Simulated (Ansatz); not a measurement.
A structure relaxed at r2SCAN-D4/def2-SVP in Ansatz, charge 0, singlet:

```xyz
38

C     2.784   -9.605   -0.135
C     1.476   -9.652    0.293
S     0.832   -8.057    0.375
C     2.384   -7.436   -0.179
C     2.633   -6.030   -0.372
C     3.822   -5.451   -0.803
N     3.828   -4.107   -0.912
C     2.665   -3.587   -0.577
C     2.393   -2.176   -0.601
C     3.286   -1.172   -0.970
N     2.820    0.090   -0.920
C     1.566    0.130   -0.516
C     0.820    1.350   -0.371
C     1.288    2.636   -0.625
N     0.411    3.640   -0.421
C    -0.757    3.191   -0.007
C    -1.885    4.027    0.291
C    -3.162    3.694    0.731
N    -4.016    4.720    0.924
C    -3.443    5.876    0.646
C    -4.128    7.139    0.766
C    -5.440    7.335    1.176
N    -5.865    8.625    1.208
C    -4.918    9.439    0.834
S    -3.410    8.678    0.406
S    -1.775    5.754    0.116
S    -0.834    1.436    0.157
S     0.875   -1.454   -0.166
S     1.461   -4.779   -0.092
N     3.284   -8.368   -0.397
H     3.420  -10.484   -0.271
H     0.875  -10.522    0.558
H     4.708   -6.042   -1.043
H     4.310   -1.385   -1.285
H     2.304    2.835   -0.970
H    -3.492    2.668    0.920
H    -6.103    6.515    1.458
H    -5.018   10.526    0.777
```

Problem. Give its formula, name or SMILES and point group.

Solution. `c1csc(-c2cnc(-c3cnc(-c4cnc(-c5cnc(-c6cncs6)s5)s4)s3)s2)n1`. Point group Cs (tolerance 0.1 Å).

Problem. Summarise the bond lengths by kind (pairs closer than 1.2 times the sum of covalent radii, bridged metal pairs left out).

Solution. 12 × C–N 1.30 to 1.36 Å; 12 × C–S 1.72 to 1.76 Å; 11 × C–C 1.38 to 1.44 Å; 8 × C–H 1.09 Å.

Single mean-field runs in def2-SVP are fitted with def2-universal-jkfit.
